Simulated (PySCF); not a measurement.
prop-1-ynylboronic acid (C3H5BO2), SMILES CC#CB(O)O.

Coordinates come from a PBE-D3(BJ)/def2-SVP optimisation. Other conformers were not sampled.

Level of theory: M06-2X/def2-TZVP in PySCF.

Gas-phase values at a fixed geometry.

Computed frontier levels, gap, dipole moment and polarisability:
| Quantity | Result |
|---|---|
| highest occupied level | -8.92 eV |
| lowest empty level | 0.58 eV |
| orbital gap | 9.50 eV |
| dipole moment | 0.446 e·Å |
| quadrupole, principal values (traceless, Buckingham form, about the centre of nuclear charge) | -5.76, -4.70, 10.47 D·Å |
| mean static polarisability | 55.9 bohr³ (8.29 Å³) |
| polarisability, principal values | 37.6, 46.2, 84.0 bohr³ |
